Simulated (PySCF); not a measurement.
## UHF on Ir (iridium, neutral)

Configuration: [Xe] 4f14 5d6 6s2 6p1, one real determinant (an excited configuration). All numbers are calculated (PySCF 2.14, a scalar-relativistic core potential, in aug-cc-pwCVDZ-PP with ECP60MDF).

* Total energy: -103.469001 hartree
* One-electron energy: -177.6414 hartree
* Hartree (Coulomb) energy: 83.7181 hartree
* Exchange energy: -9.5457 hartree
* ⟨S²⟩: 8.7623
* ⟨L²⟩: 8.554
* Sum of ⟨r⟩: 28.36 bohr
* Sum of ⟨r²⟩: 65.99 bohr²
* Traceless quadrupole moment −½Σ⟨3z² − r²⟩ along its main axis: -7.67 e·bohr²

```csv
shell,electrons,mean orbital energy (eV),spread (eV),"rms radius, mean of both spins (bohr)"
5s α,1,-122.29,0,1.06
5s β,1,-116.35,0,1.06
5p α,3,-75.185,1.175,1.22
5p β,3,-67.012,1.489,1.22
5d α,5,-18.274,1.094,1.75
5d β,1,-14.425,0,1.75
6s α,1,-12.168,0,3.07
6s β,1,-8.668,0,3.07
6p α,1,-5.343,0,4.20
```

⟨L²⟩ = 8.55 against 12 for a pure F term, so this real determinant mixes terms. Energies and moments cover only the electrons outside the core potential. Spin-orbit coupling, absent here, splits the open shell strongly.
